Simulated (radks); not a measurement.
Question: Species: Nb4+. Configuration: [Kr] 4d1. All-electron calculation, Dirac Kohn-Sham, LDA (Slater exchange, Perdew-Wang correlation), spin-unpolarised, spherical densities, point nucleus; open shells fill j = l - 1/2 first. Program: a radial shooting solver on a logarithmic mesh with Libxc functionals. Some entries of the table are withheld. Estimate them.

orbital,occ.,eigenvalue (Ry),r(max) (bohr),<r^2> (bohr^2)
1s1/2,2,-1383.251,0.02352,0.001761
2s1/2,2,-196.4948,0.1335,0.02945
2p1/2,2,-180.7390,0.1039,0.02227
2p3/2,4,-173.7121,0.1076,0.02364
3s1/2,2,-35.61104,0.3961,0.2259
3p1/2,2,(1),0.3833,0.2247
3p3/2,4,(2),0.3926,0.2354
3d3/2,4,(3),0.3320,0.2239
3d5/2,6,(4),0.3348,0.2274
4s1/2,2,-7.60331,1.023,1.456
4p1/2,2,-5.90947,(5),1.731
4p3/2,4,-5.73942,(6),1.806
4d3/2,1,(7),1.350,(8)
4d5/2,0,(9),1.359,(10)

Answer: 
(1) 3p1/2 eigenvalue (Ry): -29.67701
(2) 3p3/2 eigenvalue (Ry): -28.53608
(3) 3d3/2 eigenvalue (Ry): -18.01941
(4) 3d5/2 eigenvalue (Ry): -17.80658
(5) 4p1/2 r(max) (bohr): 1.090
(6) 4p3/2 r(max) (bohr): 1.114
(7) 4d3/2 eigenvalue (Ry): -3.21382
(8) 4d3/2 <r^2> (bohr^2): 2.969
(9) 4d5/2 eigenvalue (Ry): -3.19381
(10) 4d5/2 <r^2> (bohr^2): 3.004
